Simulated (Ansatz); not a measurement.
Basis sets compared for Ge₁₄H₂₄, a nanocrystal cut from cubic germanium. Total charge 0; singlet. Geometry r2SCAN-D4/def2-SVP. Ansatz on 4 threads of AMD EPYC 7R13 on a shared host and a share (37 GiB) of an NVIDIA H100 80GB HBM3; times are rough, and most runs start from earlier orbitals.

Cartesian coordinates in Å:
```
Ge 0.849 -1.159 -4.351
Ge -1.047 4.090 1.535
Ge 0.047 1.512 -1.365
Ge 2.160 1.799 1.974
Ge 0.070 -1.511 1.365
Ge 0.869 -4.203 -1.602
Ge -1.024 1.104 4.233
Ge -0.822 0.153 -3.179
Ge 2.154 -2.709 -3.016
Ge -1.786 2.731 -0.336
Ge 0.283 2.824 3.124
Ge -0.799 -3.184 -0.165
Ge -1.760 -0.627 2.698
Ge 1.330 0.264 0.281
H 0.140 -1.968 -5.457
H 1.822 -0.184 -5.045
H -2.262 4.719 2.246
H -0.179 5.239 0.983
H 1.015 2.553 -1.978
H 3.029 2.885 1.308
H 3.043 1.034 2.980
H 1.051 -2.219 2.330
H 0.161 -5.227 -2.514
H 1.854 -4.987 -0.710
H -2.239 1.737 4.940
H -0.141 0.446 5.314
H -1.487 1.096 -4.204
H -1.922 -0.773 -2.628
H 2.956 -3.590 -3.998
H 3.171 -1.932 -2.163
H -2.437 3.637 -1.402
H -2.857 1.729 0.136
H 0.816 3.799 4.199
H -1.910 -2.549 -1.022
H -1.449 -4.303 0.674
H -2.844 -0.066 1.758
H -2.393 -1.785 3.497
H 2.538 -0.376 -0.438
```

Single mean-field runs in def2-SVP, def2-TZVP are fitted with def2-universal-jkfit.

Binding counts from free atoms (Ge triplet, H doublet) in the same basis, without a counterpoise term.

```json
{"level": "PBE-D4/def2-SVP", "functions": "568", "energy (Eh)": "-29084.6585", "HOMO (eV)": "-6.17", "LUMO (eV)": "-1.55", "binding per atom (eV)": "2.80", "wall time": "7.5 s"}
{"level": "PBE0-D4/def2-SVP", "functions": "568", "energy (Eh)": "-29085.4625", "HOMO (eV)": "-7.13", "LUMO (eV)": "-0.86", "binding per atom (eV)": "2.81", "wall time": "7 s"}
```

Task: Estimate the rows for PBE-D4/def2-TZVP, PBE0-D4/def2-TZVP (with forces).

Result: 
```csv
level,functions,energy (Eh),HOMO (eV),LUMO (eV),binding per atom (eV),wall time
PBE-D4/def2-TZVP,816,-29088.3329,-6.20,-1.66,2.81,7.5 s
PBE0-D4/def2-TZVP (with forces),816,-29089.1213,-7.12,-0.96,2.81,12 s
```
